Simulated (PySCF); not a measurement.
F₂H₃NOSn, SMILES [NH2][Sn]([OH])([F])[F]. The structure is a stationary point at PBE0-D3(BJ)/def2-SVP. The structure was generated by enumeration; whether it is a known compound was not checked. The def2 effective core potentials stand for the cores of Sn; spin–orbit coupling is left out. The values are those of a single conformer.

The numbers are results of PBE0-D3(BJ)/def2-SVP in PySCF 2.14.0, not measurements.

Harmonic wavenumbers (cm⁻¹): 82, 138, 143, 166, 182, 190, 226, 527, 635, 654, 665, 680, 861, 897, 1531, 3554, 3662, 3879. Rotational constants (GHz): 2.865, 2.784, 2.581; symmetry number 1.

Question: Work out the zero-point energy and the ideal-gas rigid-rotor harmonic-oscillator thermochemistry at 298.15 K and 1 atm.

Answer: ZPE = ½ Σ hcν = ½ × 18671 cm⁻¹ = 111.68 kJ/mol. H − E(el) = 135.36 kJ/mol. Entropy in J/(mol K): translation 174.17, rotation 113.59, vibration 86.69, total 374.45. G − E(el) = 23.72 kJ/mol. Cp = 113.39 J/(mol K). Modes under 150 cm⁻¹ make the vibrational entropy uncertain.
